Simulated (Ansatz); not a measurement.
Ansatz (an electronic-structure program) input (BHLYP/def2-TZVPD):

Ansatz 0.2 input:
```yaml
crystal:
  periodic: [false, false, false]
  atoms:
    - {symbol: C, position_ang: [1.93008339, 1.09352586, -0.25162832]}
    - {symbol: Si, position_ang: [1.51375811, -0.48076910, 0.38589832]}
    - {symbol: O, position_ang: [-0.12091994, -1.03761262, 0.26058849]}
    - {symbol: Si, position_ang: [-1.34764894, -0.30181579, -0.50018991]}
    - {symbol: C, position_ang: [-1.88098085, 1.33441115, 0.25710631]}
    - {symbol: H, position_ang: [1.80568776, 2.00708001, 0.32334192]}
    - {symbol: H, position_ang: [2.20628569, 1.24577991, -1.29085589]}
    - {symbol: H, position_ang: [1.70535649, -0.62717008, 1.86873965]}
    - {symbol: H, position_ang: [2.22718980, -1.62390515, -0.27733466]}
    - {symbol: H, position_ang: [-1.12373554, -0.08142224, -1.95862087]}
    - {symbol: H, position_ang: [-2.52864669, -1.22277765, -0.42080672]}
    - {symbol: H, position_ang: [-1.07464824, 2.05918659, 0.13751738]}
    - {symbol: H, position_ang: [-2.08213060, 1.21836683, 1.32530589]}
    - {symbol: H, position_ang: [-2.78814283, 1.71432924, -0.22478003]}
basis:
  gaussian:
    orbitals: def2-TZVPD
hamiltonian:
  xc: {name: BHLYP}
total_charge: -1
output: {forces: true}
```

End of the output:

```
Atom 0 at     1.930083     1.093526    -0.251628 Å, force    -0.022956     0.043062    -0.026385 eV/Å
Atom 1 at     1.513758    -0.480769     0.385898 Å, force    -0.211255    -0.163724     0.020812 eV/Å
Atom 2 at    -0.120920    -1.037613     0.260588 Å, force     0.035526     0.479122    -0.268526 eV/Å
Atom 3 at    -1.347649    -0.301816    -0.500190 Å, force     0.116869    -0.166399     0.163142 eV/Å
Atom 4 at    -1.880981     1.334411     0.257106 Å, force     0.022495     0.032914     0.039608 eV/Å
Atom 5 at     1.805688     2.007080     0.323342 Å, force     0.041312    -0.197384    -0.132954 eV/Å
Atom 6 at     2.206286     1.245780    -1.290856 Å, force    -0.047878    -0.025750     0.233426 eV/Å
Atom 7 at     1.705356    -0.627170     1.868740 Å, force    -0.016114     0.019824    -0.169181 eV/Å
Atom 8 at     2.227190    -1.623905    -0.277335 Å, force    -0.080625     0.130859     0.074996 eV/Å
Atom 9 at    -1.123736    -0.081422    -1.958621 Å, force    -0.005508    -0.046584     0.176215 eV/Å
Atom 10 at    -2.528647    -1.222778    -0.420807 Å, force     0.133724     0.097602    -0.010192 eV/Å
Atom 11 at    -1.074648     2.059187     0.137517 Å, force    -0.214822    -0.140645     0.029894 eV/Å
Atom 12 at    -2.082131     1.218367     1.325306 Å, force     0.032014     0.029538    -0.234816 eV/Å
Atom 13 at    -2.788143     1.714329    -0.224780 Å, force     0.217218    -0.092434     0.103962 eV/Å
Dipole moment:    -1.135431    -0.012645    -0.005597 e Å
```

It need not be the lowest isomer of its formula. Whether it binds its extra electron was not tested at this geometry.
